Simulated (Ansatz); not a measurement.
```yaml
crystal:
  periodic: [false, false, false]
  atoms:
    - {symbol: Zn, position_ang: [-0.193831, -0.111347, -0.118164]}
    - {symbol: Br, position_ang: [1.589439, 0.729856, 0.948465]}
    - {symbol: H, position_ang: [-1.406508, -0.683309, -0.843501]}
basis:
  gaussian: {orbitals: "6-31G*"}
magnetization: {spin_polarized: true, initial_magnetization: 8}
hamiltonian: {xc: {name: wB97M-V}}
output: {forces: true}
```

```sh
$ ansatz run in.yaml --threads 2 --pin off --events-out ev --progress --plain --max-ram 32768MiB --backend cpu
```

Output, abridged:

```
Functional definition: wB97M-V
688 factors; integrals over basis functions are off by at most 7.5e-4 eV
118 factors; integrals over basis functions are off by at most 2.3e-5 eV
mean field evaluation 1: about -118418.2305 eV, gradient 2.8e1 eV
mean field evaluation 2: about -118421.0362 eV, gradient 3.8e1 eV
mean field evaluation 4: about -118426.9451 eV, gradient 6.0e0 eV
mean field evaluation 8: about -118427.3103 eV, gradient 6.7e-1 eV
mean field evaluation 16: about -118427.4901 eV, gradient 8.1e-3 eV
mean field evaluation 32: about -118427.4901 eV, gradient 2.0e-5 eV
mean field -118427.49008823 eV, -4352.1299877066 hartree, gradient 2.0e-5 eV, S^2 20.001313; 5 other end points of the search recorded, 0 dependent functions left out
reference -118427.49015576 eV, -4352.1299901881 hartree; 37, 29 occupied and 36, 44 virtual orbitals, 688 factors
Total energy: -118427.49015576 eV, -4352.1299901881 hartree
Atom 0 at    -0.193831    -0.111347    -0.118164 Å, force     0.448127     0.211166     0.268031 eV/Å
Atom 1 at     1.589439     0.729856     0.948465 Å, force     3.243106     1.529840     1.939802 eV/Å
Atom 2 at    -1.406508    -0.683309    -0.843501 Å, force    -3.691233    -1.741006    -2.207834 eV/Å
Dipole moment:     1.071814     0.505624     0.641086 e Å
```

In this input the spin is set far too high for this molecule. The calculation finished and met its thresholds. The result belongs to that input, not to the molecule as meant.
